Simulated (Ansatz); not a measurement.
Abridged output of a molecular run in Ansatz:

```
Functional definition: HF
2431 factors; integrals over basis functions are off by at most 1.0e-3 eV
mean field evaluation 1: about -19769.6294 eV, gradient 5.4e1 eV
mean field evaluation 2: about -19770.0832 eV, gradient 5.5e1 eV
mean field evaluation 4: about -19775.8396 eV, gradient 5.3e0 eV
mean field evaluation 8: about -19775.9308 eV, gradient 3.8e-1 eV
mean field -19775.93125297 eV, -726.7520689391 hartree, gradient 7.0e-6 eV, S^2 0.000000; 0 other end points of the search recorded, 0 dependent functions left out
10 core orbitals not correlated: weight in the atoms' cores, before any rotation towards them, 1.000 or more for the frozen orbitals, at most 0.000 for the correlated occupied ones
reference -19775.93125297 eV, -726.7520689391 hartree; 31, 31 occupied and 339, 339 virtual orbitals, 2431 factors
second order -57.79460473 eV of doubles, -0.00000000 eV of singles
cycle   1  -57.20409965 eV  change    5.9e-1 eV  update   1.5e-1
cycle   2  -58.38585862 eV  change    -1.2e0 eV  update   4.2e-2
cycle   3  -58.65159040 eV  change   -2.7e-1 eV  update   2.0e-2
cycle   4  -58.61975868 eV  change    3.2e-2 eV  update   4.0e-3
cycle   5  -58.61574397 eV  change    4.0e-3 eV  update   1.8e-3
cycle   6  -58.61817948 eV  change   -2.4e-3 eV  update   5.6e-4
cycle   7  -58.61800863 eV  change    1.7e-4 eV  update   1.9e-4
cycle   8  -58.61776508 eV  change    2.4e-4 eV  update   6.1e-5
cycle   9  -58.61776319 eV  change    1.9e-6 eV  update   2.0e-5
perturbative correction -1.99191295 eV, -0.0732014506 hartree
Total energy: -19836.54092911 eV, -728.9794334545 hartree
```

Its atoms:

Cartesian coordinates in Å:
```
F 2.0453 1.6312 -1.9074
C 0.9293 0.8900 -1.5944
C 0.4808 1.2283 -0.1969
F -0.0749 2.4874 -0.1682
C -0.5561 0.2595 0.3357
F -1.5892 0.1279 -0.5620
O 0.0643 -0.9680 0.5066
C -0.6446 -1.8881 1.2372
F 0.0136 -3.0398 1.1379
F -0.6681 -1.5272 2.5384
H 0.1405 1.1264 -2.3118
H 1.1835 -0.1713 -1.6565
H 1.3400 1.2193 0.4812
H -0.9890 0.6343 1.2684
H -1.6754 -2.0099 0.8919
```

Problem. Which basis set was used?
A. def2-QZVPP
B. def2-TZVPP
C. cc-pV(D+d)Z
D. def2-SVP

Solution. B. It gives 380 functions.

Problem. Write the keys of the input that set method, charge and spin (a neutral closed shell needs none for the last two).

Solution. 
```yaml
correlation: {method: ccsd_t}
```
